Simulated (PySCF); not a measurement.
C4H4BF, SMILES FB1C=CC=C1.

Geometry: B3LYP-D3(BJ)/def2-SVP. This is a generated structure with no PubChem entry under its InChIKey; it may be hypothetical.

Method: M06-2X/def2-TZVP run with PySCF.

Symmetry labels are those of the subgroup C2v that the program uses (full group C2v).

Computed valence orbital energies around the gap with their symmetry:
```json
[
 {"orbital": "HOMO−7", "symmetry": "B1", "energy (eV)": "-15.08"},
 {"orbital": "HOMO−6", "symmetry": "B2", "energy (eV)": "-14.94"},
 {"orbital": "HOMO−5", "symmetry": "B2", "energy (eV)": "-12.98"},
 {"orbital": "HOMO−4", "symmetry": "A1", "energy (eV)": "-12.86"},
 {"orbital": "HOMO−3", "symmetry": "A1", "energy (eV)": "-11.39"},
 {"orbital": "HOMO−2", "symmetry": "B1", "energy (eV)": "-11.17"},
 {"orbital": "HOMO−1", "symmetry": "B2", "energy (eV)": "-10.13"},
 {"orbital": "HOMO", "symmetry": "A2", "energy (eV)": "-7.97"},
 {"orbital": "LUMO", "symmetry": "B1", "energy (eV)": "-1.72"},
 {"orbital": "LUMO+1", "symmetry": "A1", "energy (eV)": "1.87"},
 {"orbital": "LUMO+2", "symmetry": "A1", "energy (eV)": "2.33"},
 {"orbital": "LUMO+3", "symmetry": "A2", "energy (eV)": "2.50"}
]
```
